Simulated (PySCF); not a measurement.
CH₇FN₂SSi.
Numbering: `[CH3:1][S:2][Si:3]([NH2:4])([NH2:5])[F:6]` (hydrogens: H7, H8, H9 on C1; H10, H11 on N4; H12, H13 on N5)

Computed, not measured: PBE0-D3(BJ)/def2-SVP geometry optimisation, gas phase (PySCF).

Question: Give the optimised bond lengths and angles.

Answer: 
```json
{"bond": "C1–S2", "length (Å)": "1.826", "order": "single"}
{"bond": "S2–Si3", "length (Å)": "2.134", "order": "single"}
{"bond": "Si3–N4, Si3–N5", "length (Å)": "1.703", "order": "single"}
{"bond": "Si3–F6", "length (Å)": "1.633", "order": "single"}
{"bond": "C1–H7, C1–H8, C1–H9", "length (Å)": "1.098", "order": "single"}
{"bond": "N4–H10 and 3 like bonds", "length (Å)": "1.012", "order": "single"}
```

Bonds in one row agree within 0.01 Å and their mean is given. Orders are formal, as drawn. A selection of angles:
```json
{"angle": "S2–C1–H7", "degrees": "111.6"}
{"angle": "S2–C1–H8", "degrees": "110.5"}
{"angle": "S2–C1–H9", "degrees": "106.8"}
{"angle": "H7–C1–H8", "degrees": "109.7"}
{"angle": "C1–S2–Si3", "degrees": "100.6"}
{"angle": "S2–Si3–N4", "degrees": "114.9"}
{"angle": "S2–Si3–N5", "degrees": "109.5"}
{"angle": "S2–Si3–F6", "degrees": "104.8"}
{"angle": "N4–Si3–N5", "degrees": "108.9"}
{"angle": "N4–Si3–F6", "degrees": "105.9"}
{"angle": "N5–Si3–F6", "degrees": "112.9"}
{"angle": "Si3–N4–H10", "degrees": "120.0"}
{"angle": "Si3–N4–H11", "degrees": "121.6"}
{"angle": "H10–N4–H11", "degrees": "112.5"}
```

Torsions: C1–S2–Si3–N4 -154° (antiperiplanar). The mirror-image conformer, all signs reversed, is as good.

Of the pairs four or more bonds apart, F6···H8 is among the closest relative to their van der Waals radii: 2.53 Å, 95 % of the sum of Bondi's values. Si3 (fluorine-bound silicon) is distorted tetrahedral (angles from 104.8° to 114.9°). N4 (silicon-bound nitrogen) has angles 121.6°, 120.0° and 112.5°, sum 354.2°, 0.17 Å off the plane of its three neighbours.

Point group: C1 (no symmetry element, even within 0.4 Å). Whether it is a minimum is left open (no frequencies). The numbers are those of one conformer (C1–S2–Si3–N4 -154°, S2–Si3–N4–H -84° and 67°, S2–Si3–N5–H -16° and -174°).
